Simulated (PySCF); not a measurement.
PtH₅, doublet: data card

All numbers come from UPBE0 in PySCF with Pt def2-TZVP with ECP60, H def2-TZVP; scalar-relativistic core potentials, no spin–orbit coupling; density-fitted integrals.

The structure is a minimum.

Z-matrix (Å, degrees; charge 0 multiplicity 2):
```
Pt
H  1 1.5483
H  1 1.5896 2 82.30
H  1 1.8186 2 166.73 3 -17.12
H  1 1.8186 2 166.73 3 147.13
H  1 1.5896 2 82.30 3 130.01
```

```
Point group                                                                   : Cs
Bond lengths                                                                  : H–H 0.827 Å, Pt–H 1.548 Å, Pt–H 1.590 Å (×2), Pt–H 1.819 Å (×2)
Bond angles                                                                   : H–H–Pt 76.9° (×2), H–Pt–H 26.3°, H–Pt–H 82.3° (×2), H–Pt–H 85.0° (×2), H–Pt–H 108.8° (×2), H–Pt–H 127.8°, H–Pt–H 166.7° (×2)
Dipole moment                                                                 : 1.87 D
Zero-point energy                                                             : 96.2 kJ/mol
Rotational constants                                                          : 3.156, 1.738, 1.271 cm⁻¹
Lowest empty level (β)                                                        : -3.44 eV
Entropy at 298.15 K and 1 bar (electronic part: spin only)                    : 269.3 J/(mol K)
Enthalpy at 298.15 K above 0 K                                                : 12.68 kJ/mol
Principal quadrupole moments (Buckingham, traceless) about the centre of mass : -1.94, -1.20, 3.14 D Å
Atomisation energy without zero-point energy                                  : 1334 kJ/mol
Spin squared ⟨S²⟩                                                             : 0.753
Principal polarisabilities                                                    : 35.9, 46.3, 48.6 bohr³
Rotational symmetry number                                                    : 1
Highest occupied level (α)                                                    : -6.41 eV
Heat capacity Cp at 298.15 K                                                  : 60.4 J/(mol K)
```

Harmonic modes (masses in u: Pt 194.965, H 1.008):
```tsv
symmetry	ω (cm⁻¹)	IR (km/mol)	μ (u)
a''	351	0.1	1.01
a'	527	4.2	1.02
a''	594	8.5	1.01
a'	710	16.8	1.02
a'	772	8.2	1.02
a''	807	48.6	1.01
a'	938	1.0	1.02
a''	1571	23.5	1.01
a''	1951	45.7	1.02
a'	2186	10.9	1.01
a'	2393	22.2	1.01
a'	3276	52.8	1.01
```

Charges (e):
```
atom  Mulliken  Löwdin  polar tensor  spin (Mulliken)  Mayer order to Pt1
 Pt1     -0.07   -0.06         -0.02             0.49                   –
  H2      0.05   -0.05          0.01            -0.02                0.85
H3,6     -0.05   -0.04         -0.08             0.24                0.88
H4,5      0.06    0.09          0.08             0.02                0.28
```
Other Mayer orders above 0.3: H–H 0.66.

Mulliken populations on Pt1 (electrons outside its core potential): s 2.97, p 6.40, d 8.69, f 0.01.

This need not be the most stable arrangement of these atoms. Open d and f shells are described by one determinant, and the ground state may have another occupation or spin. No spin–orbit coupling is included, which matters more the heavier the element.

The final relaxation and frequency run took 2.1 min on 2 threads of a shared Arm Neoverse N1 host, with 70 basis functions and 21 gradients; the process peaked at 1.1 GiB.
